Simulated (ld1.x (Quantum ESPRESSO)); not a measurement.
## What the settings do to the TM potential of thallium (Tl)

Base potential:

ld1.x (Quantum ESPRESSO) 7.5 input, shortened:

```
&input
   title='Tl', zed=81., rel=1, dft='PBE', iswitch=3,
   config='[Xe] 4f14 5d10 6s1.75 6p1.25 6d-2'
 /
 &inputp
   pseudotype=2, tm=.true., lloc=0,
   nlcc=.true.
 /
3
6P  2  1   1.25   0.00  2.80  2.80  0.0
6D  3  2  -2.00   0.20  2.85  2.85  0.0
6S  1  0   1.75   0.00  2.15  2.15  0.0
 &test
   configts(1)='6s1.75 6p1.25'
 /
```

Cutoffs, loose and tight: the cutoffs (Ry, on a coarse ladder) from which the occupation-weighted sum of valence levels, in a spherical-Bessel basis at the reference potential, stays within 10 and 1 mRy of its value at 400 Ry. They do not see the model core or the augmentation charge, which bear on the density cutoff. Test errors are all-electron minus pseudo excitation energies from the reference, over the configurations 6s2 6p1; 6s2 6p0; 6s1 6p0; 6s2 6p1.3; 6s2 6p0.5; 6s1 6p2; 6s0 6p3. A dash means not determined; rows that change the core or the reference have their own tests.

A true bound ghost makes a file unfit for plane-wave use even where its test errors are small: the radial tests pick states by their node count and pass the ghost by.

The default core radius of the base comes out at 2.10 bohr.

| change | outcome | cutoff, loose | cutoff, tight | bound ghosts | largest test error (meV) |
| --- | --- | --- | --- | --- | --- |
| base | generated | 18 Ry | 30 Ry | d | -327 |
| core correction a·sin(br)/r model core inside 0.90 bohr | generated | 18 Ry | 30 Ry | d | -327 |
| core correction a·sin(br)/r model core inside 1.12 bohr | generated | 18 Ry | 30 Ry | d | -327 |
| core correction a·sin(br)/r model core inside 1.34 bohr | generated | 18 Ry | 30 Ry | d | -327 |
| core correction a·sin(br)/r model core inside 1.56 bohr | generated | 18 Ry | 30 Ry | d | -327 |
| core correction a·sin(br)/r model core inside 1.72 bohr | generated | 18 Ry | 30 Ry | d | -327 |
| core correction a·sin(br)/r model core inside 1.94 bohr | generated | 18 Ry | 30 Ry | d | -328 |
| core correction a·sin(br)/r model core inside 2.16 bohr | generated | 18 Ry | 30 Ry | d | -325 |
| core correction a·sin(br)/r model core inside 2.38 bohr | generated | 18 Ry | 30 Ry | d | -317 |
| core correction a·sin(br)/r model core inside 2.58 bohr | generated | 18 Ry | 30 Ry | d | -297 |

(1) What comes out with this change to the base: core correction none?

## Answers

(1) outcome: generated; cutoff, loose: 18 Ry; cutoff, tight: 30 Ry; bound ghosts: d; largest test error (meV): +160.
